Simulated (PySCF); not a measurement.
A calculated (PBE, PySCF 2.14, x2c-TZVPPall, scalar relativity by spin-free X2C-1e) atom or ion has these occupied shells.

```tsv
shell	electrons	orbital energy (eV)	rms radius, mean of both spins (bohr)
1s α	1	-1512.3	0.139
1s β	1	-1512.3	0.139
2s β	1	-109.86	0.684
2s α	1	-109.83	0.684
2p β	3	-71.330	0.679
2p α	3	-71.328	0.679
3s β	1	-8.241	2.65
3p α	2	-3.637	3.56
```

Task: Name the element and its charge.

Result: Al (aluminium, neutral), in [Ne] 3s1 3p2, 3s spin antiparallel (an excited configuration).
